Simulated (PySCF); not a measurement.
Vertical excitations of a molecule C2H9NSi from TDA-PBE/def2-SVPD in PySCF 2.14.0, as energy in eV (oscillator strength): 5.16 (0.003), 5.51 (0.021), 6.16 (0.020), 6.22 (0.018), 6.66 (0.001), 6.74 (0.038), 7.27 (0.047), 7.41 (0.014), 7.58 (0.002), 7.60 (0.005). Lowest triplet (TDA): 5.00 eV. Geometry optimised at B3LYP-D3(BJ)/def2-SVP. One conformer was computed; it need not be the lowest.

### Question
Identify the compound among the candidates.
(A) CC[SiH2]N
(B) C[SiH](C)N
(C) CNC[SiH3]
(D) CN[SiH2]C

### Answer
D, CN[SiH2]C
